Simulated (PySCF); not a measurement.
# How exact exchange moves a shielding

Molecule: `S(C)[BH2-][NH3+]`, CH$_{8}$BNS.

Structure with atom numbers: `[CH3:1][S:2][BH2-:3][NH3+:4]`. Hydrogens are named by the atom that carries them.

GIAO shieldings (ppm, equivalent atoms averaged) in PySCF 2.14 on the PBE0-D3(BJ)/def2-SVP geometry, basis pcSseg-2, gas phase, non-relativistic:

| functional | exact exchange (%) | σ(C1) | σ(B3) |
| --- | --- | --- | --- |
| BLYP | 0 | 154.6 | 102.6 |
| BP86 | 0 | 159.5 | 106.8 |
| PBE | 0 | 159.8 | 106.5 |
| B3LYP | 20 | 159.9 | 107.1 |
| PBE0 | 25 | 165.6 | 111.6 |
| BHandHLYP | 50 | 166.3 | 112.7 |
| HF | 100 | 175.3 | 121.7 |

(1) Fit each shielding as a line in the percentage of exact exchange.

(2) What does the line predict for mPW1PW91 (25 %), and what does the run give?

Results:

(1) σ(C1) = 158.2 + 0.17 x (rms 2.1 ppm); σ(B3) = 105.3 + 0.16 x (rms 1.6 ppm). The functionals also differ in their semilocal parts, which the line can't hold; Hartree–Fock has no correlation at all.

(2) σ(C1): 162.4 predicted, 164.9 computed; σ(B3): 109.3 predicted, 111.4 computed ppm.
